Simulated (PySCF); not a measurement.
dichloro(silyloxy)silane (Cl2H4OSi2), SMILES [SiH3]O[SiH](Cl)Cl.

The structure is a stationary point at ωB97X-D3(BJ)/def2-SVP. The values are those of a single conformer.

Level of theory: PySCF with PBE/def2-TZVP.

Gas-phase values at a fixed geometry.

* **total energy**: -1576.52307 hartree
* **highest occupied level**: -7.70 eV
* **lowest empty level**: -1.06 eV
* **orbital gap**: 6.64 eV
* **dipole moment**: 0.98 D
* **quadrupole, principal values (traceless, Buckingham form, about the centre of nuclear charge)**: -2.74, -1.54, 4.28 D·Å
* **mean static polarisability**: 75.8 bohr³ (11.23 Å³)
* **polarisability, principal values**: 67.1, 78.6, 81.7 bohr³
